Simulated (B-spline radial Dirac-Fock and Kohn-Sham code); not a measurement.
**Sn³⁺ in Watson spheres of different radius**

Model: multi-electron Dirac-Fock with separately optimised hole states, Breit and Lamb-shift corrections added in first order. Program: a radial B-spline solver. The ion, [Kr] 4d10 5s1, sits in a hollow sphere of charge Q = -3, a simple model of the Madelung potential. Inside the sphere an electron's potential energy is raised by the constant 14.40·|Q|/R eV, so binding energies fall by about that much as long as the orbitals stay inside.

| radius (Å) | 14.40 |Q|/R (eV) | 1s (eV) | 2s (eV) | 2p1/2 (eV) | 2p3/2 (eV) | 3s (eV) | 3p1/2 (eV) | 3p3/2 (eV) | 3d3/2 (eV) | 3d5/2 (eV) | 4p1/2 (eV) | 4p3/2 (eV) | 4d3/2 (eV) | 4d5/2 (eV) | 5s (eV) |
| --- | --- | --- | --- | --- | --- | --- | --- | --- | --- | --- | --- | --- | --- | --- | --- |
| 1.8 | 24.00 | 29215.7 | 4487.7 | 4173.5 | 3945.9 | 903.4 | 775.7 | 733.2 | 509.5 | 501.0 | 117.6 | 110.0 | 39.30 | 38.26 | 15.45 |
| 3 | 14.40 | 29225.2 | 4497.1 | 4182.9 | 3955.4 | 912.9 | 785.2 | 742.6 | 518.9 | 510.5 | 127.0 | 119.4 | 48.79 | 47.75 | 24.85 |

From the smallest to the largest radius 1s moves by +9.5 eV, while the constant potential alone would give +9.6 eV; the difference comes from charge outside the sphere and its screening.

Values without a named source are computed, but for edge energies of neutral atoms, which are taken from tables.
